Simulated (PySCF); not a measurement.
C6H5N3.
Geometry (PBE0-D3(BJ)/def2-SVP, Å), atoms numbered from 1 in this order:
```xyz
14
C6H5N3 angstrom
N      3.3233   -1.8495   -0.2539
C      2.3840   -1.1812   -0.1362
C      1.2246   -0.3493    0.0106
C      1.3669    1.0317    0.2214
C      0.1969    1.7702    0.3556
N     -1.0247    1.2536    0.2987
C     -1.1604   -0.0605    0.0929
N     -2.4312   -0.5360    0.0066
C     -0.0458   -0.9134   -0.0582
H      2.3496    1.4983    0.2790
H      0.2537    2.8516    0.5237
H     -2.6126   -1.5262    0.0583
H     -3.1730    0.1013    0.2606
H     -0.1707   -1.9834   -0.2291
```

All values: PBE0/pcSseg-1 and PBE0/def2-SVPD (PySCF, non-relativistic), on one gas-phase PBE0-D3(BJ)/def2-SVP geometry that isn't relaxed in the solvent. The solvent is an IEF-PCM continuum (cavity from Bondi-type radii × 1.2). Specific hydrogen bonds and non-electrostatic terms are outside this model.

Gas phase at PBE0/pcSseg-1: HOMO -6.84 eV, LUMO -1.86 eV, dipole 3.96 D.

**Question.** What does the continuum do to the energy, the frontier levels and the dipole at PBE0/pcSseg-1 in chloroform and dichloromethane?

**Answer.** 
| solvent | ε | E(solvent) − E(gas) (kJ/mol) | polarisation term (kJ/mol) | distortion of the solute (kJ/mol) | HOMO (eV) | LUMO (eV) | dipole (D) |
| --- | --- | --- | --- | --- | --- | --- | --- |
| chloroform | 4.711 | -31.10 | -34.89 | 3.79 | -6.63 | -1.84 | 4.70 |
| dichloromethane | 8.93 | -37.12 | -42.51 | 5.39 | -6.60 | -1.84 | 4.83 |

Polarisation term: ½ Σ q·V over the induced surface charges. Distortion: the rise of the solute's own energy as its density leaves the gas-phase optimum. From chloroform to dichloromethane the lowering changes by a factor 1.19, Onsager's factor (ε − 1)/(2ε + 1) by 1.18 and ε itself by 1.9.

**Question.** Which radius a makes the point-dipole formula ΔE = −[(ε − 1)/(2ε + 1)]·μ²/a³ give the value in dichloromethane, with the gas-phase dipole?

**Answer.** μ = 1.557 au and |ΔE| = 0.01414 Eh give a = 2.20 Å; the farthest nucleus lies 3.79 Å from the centroid of the nuclei, so such a sphere wouldn't even hold the nuclei. The formula assumes a rigid point dipole at the centre of a sphere.

**Question.** Give the dipole vector in the frame of the coordinates (D, pointing from negative to positive charge), gas and dichloromethane.

**Answer.** Gas (-3.88, 0.44, 0.66), solvent (-4.75, 0.38, 0.75). Its length changes by +22 % and its direction by 2°.

**Question.** Which Hirshfeld charges (PBE0/pcSseg-1) respond most in chloroform (means over atoms taken as equivalent)?

**Answer.** 
| atoms | environment | gas (e) | solvent (e) | change |
| --- | --- | --- | --- | --- |
| N1 | nitrile nitrogen | -0.209 | -0.249 | -0.040 |
| N6 | pyridine-type nitrogen | -0.179 | -0.195 | -0.016 |
| C2 | nitrile carbon | +0.082 | +0.093 | +0.011 |
| H14 | aromatic hydrogen | +0.057 | +0.068 | +0.011 |
| H12/H13 | N–H hydrogen | +0.141 | +0.150 | +0.009 |
| C9 | aromatic CH carbon | -0.065 | -0.059 | +0.006 |

Gas phase at PBE0/def2-SVPD: HOMO -6.88 eV, LUMO -1.91 eV, dipole 3.98 D.

**Question.** What does the continuum do to the energy, the frontier levels and the dipole at PBE0/def2-SVPD in chloroform and dichloromethane?

**Answer.** 
| solvent | ε | E(solvent) − E(gas) (kJ/mol) | polarisation term (kJ/mol) | distortion of the solute (kJ/mol) | HOMO (eV) | LUMO (eV) | dipole (D) |
| --- | --- | --- | --- | --- | --- | --- | --- |
| chloroform | 4.711 | -30.41 | -34.51 | 4.10 | -6.66 | -1.89 | 4.76 |
| dichloromethane | 8.93 | -36.33 | -42.21 | 5.88 | -6.63 | -1.89 | 4.89 |

**Question.** How does the static polarisability (PBE0/def2-SVPD, frozen core, with the continuum's full static response) change?

**Answer.** 
| medium | isotropic (au) | principal values (au) | ⟨r²⟩ of the electrons (bohr²) |
| --- | --- | --- | --- |
| gas | 91.5 | 50.4, 97.5, 126.6 | 1190.7 |
| chloroform | 117.2 | 62.1, 126.7, 162.7 | 1191.5 |
| dichloromethane | 123.2 | 65.5, 133.5, 170.4 | 1191.6 |

The isotropic value in dichloromethane is 1.35 times the gas-phase one; no cavity-field correction is applied. ⟨r²⟩ is taken about the centre of nuclear charge.
